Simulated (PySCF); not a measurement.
# How methods differ on the ionisation energy of V⁺

V⁺ [Ar] 3d4 (5D) → V²⁺ [Ar] 3d3 (4F), as a difference of total energies. All numbers are calculated (PySCF 2.14, scalar relativity by spin-free X2C-1e, in x2c-TZVPPall (6s5p4d2f1g, 64 functions)). Correlated levels: valence: [Ar] frozen; valence and next inner shell: [Ne] frozen. The calculations carry no spin-orbit coupling.

Problem. Order these methods by the ionisation energy they give, lowest first.
A. PBE
B. SCS-MP2 (valence)
C. SCS-MP2 (valence and next inner shell)
D. MP2 (valence and next inner shell)

Solution. B (13.426 eV), C (14.146 eV), D (14.702 eV), A (15.327 eV).

A first-order spin-orbit estimate (lowest level to lowest level, LS coupling) adds -0.016 eV.

Errors of the correlated levels include the incompleteness of this basis and the frozen core.

For comparison: 14.634 ± 0.007 eV (measured; NIST Atomic Spectra Database, ionization energies).
